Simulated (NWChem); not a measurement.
Correlation energy of Se (+1)

SMILES: [Se+]
```xyz
1

Se     0.0000     0.0000     0.0000
```
Charge +1, spin multiplicity 4.

All runs are NWChem calculations.

Basis set: def2-SVP. Each correlation energy counts from its own Hartree-Fock reference.

| method | correlation energy (mHa) |
|---|---|
| UMP2 | -172.0 |
| SCS-UMP2 | -156.4 |
| CCSD on UHF | -179.6 |
| CCSD[T] on UHF | -182.8 |
| CCSD(T) on UHF | -182.6 |
| CCSD on ROHF | -180.5 |
| CCSD[T] on ROHF | -183.7 |
| CCSD(T) on ROHF | -183.5 |
| CCSDT on ROHF | -183.4 |

The values span 27.3 mHa, from CCSD[T] on ROHF (lowest) to SCS-UMP2 (highest). 

The Hamiltonian is non-relativistic. The correlated methods keep 9 core orbitals frozen. The stability of the SCF solutions was not checked. Open-shell Hartree-Fock references start from PBE0 orbitals. No row is a measurement; the coupled-cluster row has its own basis-set and correlation limits.
